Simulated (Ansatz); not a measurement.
C2H2Br2Cl2 (`Cl[C@H](Br)[C@H](Cl)Br`), relaxed with RKS PBE-D4/def2-SVP in Ansatz 0.2.0 from a rough embedded geometry. The force threshold is 0.03 eV/Å; the program also tests the step.

Charge 0, multiplicity 1.

Start:

```xyz
8

Cl    0.646   -0.215    2.075
C    -0.181   -0.512    0.528
Br    0.318   -2.255   -0.181
C     0.194    0.562   -0.469
Cl   -0.249    2.163    0.171
Br   -0.735    0.237   -2.148
H    -1.257   -0.541    0.711
H     1.263    0.561   -0.687
```

(1) How much energy does the relaxation release, and in how many steps? (An estimate is asked.)

(2) Which bonds change most? (Best estimate.)

(3) Give the relaxed structure. (Estimate.)

## Answers

(1) Ansatz gave: 0.72 kcal/mol, in 4 steps.

(2) Computed: C2–C4 from 1.513 to 1.534 Å; C4–Br6 from 1.946 to 1.962 Å; C2–Br3 from 1.947 to 1.962 Å; C4–H8 from 1.092 to 1.106 Å.

(3) The calculation gave: 
```xyz
8

Cl    0.641   -0.216    2.092
C    -0.175   -0.524    0.533
Br    0.337   -2.291   -0.149
C     0.184    0.571   -0.479
Cl   -0.239    2.179    0.174
Br   -0.750    0.275   -2.179
H    -1.266   -0.554    0.711
H     1.267    0.561   -0.704
```
